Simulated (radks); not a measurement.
All-electron atom: He in 2s2 (not the ground configuration). All-electron calculation, non-relativistic Kohn-Sham, PBE, spin-polarised, spherical densities, point nucleus. Program: a radial shooting solver on a logarithmic mesh with Libxc functionals.

Normalised radial functions P(r) = r R(r), r in bohr:

| r | 1s |
|---|---|
| 0.0602 | 0.3239 |
| 0.07353 | 0.3849 |
| 0.0891 | 0.4516 |
| 0.108 | 0.5263 |
| 0.1308 | 0.6081 |
| 0.1598 | 0.6992 |
| 0.1936 | 0.7894 |
| 0.2346 | 0.8777 |
| 0.2865 | 0.9609 |
| 0.3471 | 1.0243 |
| 0.4206 | 1.0623 |
| 0.5096 | 1.0658 |
| 0.6225 | 1.0244 |
| 0.7542 | 0.9373 |
| 0.9139 | 0.8072 |
| 1.116 | 0.6437 |
| 1.353 | 0.4776 |
| 1.639 | 0.3244 |
| 1.986 | 0.1961 |
| 2.425 | 0.0998 |
| 2.939 | 0.0439 |
| 3.561 | 0.0157 |
| 4.349 | 0.0041 |
| 5.27 | 0.0008 |
| 6.385 | 0.0001 |
| 7.737 | 0.0000 |
| 9.449 | 0.0000 |
| 11.45 | 0.0000 |

1s (empty): eigenvalue -43.996 eV, 0 radial nodes, <r> = 0.716 bohr, 90 % of the charge inside 1.28 bohr.
